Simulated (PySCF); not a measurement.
Record of a relaxation.

Species: TMS-CH2F, C4H11FSi.
Bonds: C1–Si2, Si2–C3, Si2–C4, Si2–C5, C5–F6. Hydrogens: H7, H8, H9 on C1; H10, H11, H12 on C3; H13, H14, H15 on C4; H16, H17 on C5.

Method: PBE0-D3(BJ)/def2-TZVP geometry optimisation, gas phase in PySCF; density fitting, grid level 2; the optimiser is geomeTRIC in internal coordinates, started from a GFN2-xTB structure with every atom displaced at random (about 0.01 Å). 4 of its 7 geometries are shown. The frame can shift and turn from step to step; on so coarse a grid that alone can change the energy by a few meV, and forces under 0.02 eV/Å are noise.

Step 0: E = -14914.9798 eV, largest atomic force 2.657 eV/Å
```
atom  x, y, z in Å  |  force x, y, z in eV/Å
C1     -0.953    0.637   -1.508   -0.251   1.302   0.648
Si2     0.038   -0.001   -0.045    0.429  -0.314   0.144
C3      1.113    1.375    0.693    0.344  -0.529   0.300
C4      1.120   -1.507   -0.555   -2.550  -0.127   0.733
C5     -1.192   -0.596    1.312    0.628   0.643   0.370
F6     -1.991    0.467    1.735   -0.153   0.375  -0.090
H7     -0.320    1.069   -2.285    0.132  -0.010   0.022
H8     -1.561   -0.114   -1.970   -0.388  -0.620  -0.242
H9     -1.649    1.459   -1.174    0.628  -0.731  -0.213
H10     1.742    1.003    1.529   -0.362   0.025  -0.392
H11     0.514    2.184    1.100   -0.208   0.159  -0.010
H12     1.809    1.798   -0.037   -0.105  -0.017  -0.104
H13     0.435   -2.316   -0.912    0.495   0.494   0.212
H14     1.754   -1.251   -1.347    1.133   0.385  -1.217
H15     1.677   -1.895    0.277    0.420  -0.179   0.447
H16    -0.685   -0.944    2.227    0.065  -0.203  -0.351
H17    -1.869   -1.356    0.968   -0.256  -0.653  -0.257
```

Step 2: E = -14915.1276 eV, largest atomic force 0.119 eV/Å
```
atom  x, y, z in Å  |  force x, y, z in eV/Å
C1     -1.125    1.063   -1.082    0.081  -0.081   0.033
Si2     0.041    0.007   -0.068   -0.042  -0.003   0.056
C3      1.436    1.052    0.613    0.014  -0.023  -0.045
C4      0.705   -1.484   -0.989    0.011   0.080  -0.022
C5     -0.971   -0.679    1.389    0.018   0.005  -0.001
F6     -1.607    0.363    2.070   -0.007   0.005   0.009
H7     -0.613    1.607   -1.878    0.028   0.004  -0.004
H8     -1.919    0.465   -1.536   -0.019   0.011   0.017
H9     -1.585    1.791   -0.409   -0.057   0.035  -0.057
H10     2.138    0.443    1.188   -0.009   0.018   0.019
H11     1.045    1.834    1.268    0.002  -0.003   0.012
H12     1.996    1.536   -0.191   -0.005   0.001   0.002
H13    -0.111   -2.110   -1.358   -0.005  -0.034  -0.012
H14     1.319   -1.197   -1.847   -0.019   0.012   0.036
H15     1.325   -2.090   -0.323    0.001  -0.024  -0.031
H16    -0.345   -1.212    2.114    0.010  -0.015  -0.014
H17    -1.746   -1.377    1.050   -0.003   0.013   0.003
```

Step 4: E = -14915.1349 eV, largest atomic force 0.044 eV/Å
```
atom  x, y, z in Å  |  force x, y, z in eV/Å
C1     -1.113    1.048   -1.094   -0.028   0.029  -0.003
Si2     0.032    0.007   -0.046   -0.008   0.003   0.036
C3      1.430    1.050    0.629    0.006   0.007   0.003
C4      0.694   -1.463   -0.998   -0.001  -0.033   0.026
C5     -0.972   -0.683    1.412    0.013  -0.001   0.023
F6     -1.591    0.355    2.115    0.005   0.000  -0.007
H7     -0.570    1.560   -1.891    0.006  -0.013  -0.015
H8     -1.897    0.442   -1.554    0.004  -0.025  -0.019
H9     -1.604    1.808   -0.481    0.024   0.004   0.016
H10     2.131    0.447    1.213   -0.002  -0.005  -0.009
H11     1.040    1.834    1.282   -0.007   0.016   0.001
H12     1.990    1.531   -0.177   -0.003  -0.007   0.008
H13    -0.115   -2.088   -1.384   -0.018   0.006  -0.014
H14     1.299   -1.139   -1.847    0.018   0.019  -0.035
H15     1.327   -2.092   -0.366    0.010   0.007   0.007
H16    -0.340   -1.231    2.122   -0.006  -0.004  -0.018
H17    -1.757   -1.370    1.075   -0.012  -0.001  -0.002
```

Step 6: E = -14915.1359 eV, largest atomic force under 0.02 eV/Å
```
atom  x, y, z in Å  |  force x, y, z in eV/Å
C1     -1.108    1.042   -1.101   -0.009  -0.002  -0.008
Si2     0.028    0.006   -0.038    0.008  -0.002  -0.014
C3      1.423    1.051    0.641   -0.011   0.008   0.014
C4      0.696   -1.456   -1.001    0.012  -0.002   0.002
C5     -0.977   -0.687    1.417   -0.004  -0.005  -0.007
F6     -1.582    0.352    2.130    0.002   0.002   0.004
H7     -0.553    1.538   -1.902   -0.002  -0.002   0.001
H8     -1.887    0.430   -1.562    0.001   0.006   0.007
H9     -1.598    1.814   -0.501    0.005   0.000   0.001
H10     2.121    0.449    1.228    0.000  -0.001   0.002
H11     1.032    1.839    1.290    0.002  -0.003  -0.004
H12     1.987    1.528   -0.165    0.003  -0.001  -0.003
H13    -0.113   -2.076   -1.396    0.003   0.003   0.002
H14     1.297   -1.116   -1.848   -0.005  -0.003   0.005
H15     1.333   -2.089   -0.377   -0.002   0.002  -0.002
H16    -0.347   -1.248    2.117   -0.001  -0.005   0.001
H17    -1.770   -1.363    1.078   -0.002   0.005  -0.001
```

Question: Summarise the path.

Answer: The energy falls by 15.06 kJ/mol from step 0 to step 6; nine tenths of that is first reached at step 2. It falls at every step. The largest force goes from 2.657 to under 0.02 eV/Å. Among the bonds Si2–C4 changes most, from 1.923 to 1.874 Å; the atoms move by 0.054 Å rms after alignment.

Question: Follow the three bonds and two angles with the largest change from start to end.

Answer: 
```
step  E above end (kJ/mol)  largest force (eV/Å)  Si2–C4 (Å)  C4–H14 (Å)  C1–H9 (Å)  H14–C4–H15 (°)  Si2–C4–H13 (°)
   0                 15.06                 2.657       1.923       1.047      1.127           111.1           107.9
   1                  2.68                 0.291       1.878       1.101      1.096           108.1           110.6
   2                  0.80                 0.119       1.874       1.094      1.093           107.7           111.0
   3                  0.30                 0.079       1.873       1.091      1.093           107.6           111.3
   4                  0.09                 0.044       1.873       1.092      1.093           107.5           111.5
   5                  0.03                 0.033       1.874       1.093      1.093           107.5           111.5
   6                  0.00            under 0.02       1.874       1.094      1.093           107.6           111.4
```

What follows is the cost of the whole optimisation. The run took 3.6 min of wall time on one thread, Arm Neoverse V1 (aarch64), no GPU, on a shared host, and the process peaked at 1.3 GiB of memory.
